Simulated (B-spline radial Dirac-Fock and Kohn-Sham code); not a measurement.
Binding energies of Tm⁺ in different valence configurations

Level of theory: ΔSCF Dirac-Fock with Breit, self-energy and vacuum polarisation, finite nucleus, configuration average; a radial finite-basis atomic code. Electron correlation is not included.

Reference: the tabulated ground configuration [Xe] 4f13 6s1, with 2s 10128.9 eV, 3s 2319.1 eV, 3p1/2 2098.7 eV, 3d3/2 1520.0 eV, 4p1/2 392.6 eV, 4d3/2 199.1 eV, Kα1 50738.6 eV, Kβ1 57502.5 eV, Lα1 7179.3 eV, Lβ2 8464.4 eV.

Shifts from the reference in eV.

```tsv
configuration	average energy	2s	3s	3p1/2	3d3/2	4p1/2	4d3/2	Kα1	Kβ1	Lα1	Lβ2
[Xe] 4f12 6s1 6p1	+3.56	+13.22	+14.27	+14.19	+14.04	+13.46	+12.68	-0.82	-1.91	-0.93	+0.52
[Xe] 4f12 5d1 6s1	+1.28	+8.89	+9.99	+9.91	+9.77	+9.19	+8.43	-0.69	-1.84	-0.99	+0.45
[Xe] 4f14	+7.91	-10.20	-11.08	-11.00	-10.87	-10.62	-10.00	+0.67	+1.60	+0.78	-0.15
[Xe] 4f13 6p1	+3.24	+1.45	+1.44	+1.45	+1.45	+1.46	+1.45	+0.02	+0.02	0.00	0.00
```

Values without a named source are computed, but for edge energies of neutral atoms, which are taken from tables.
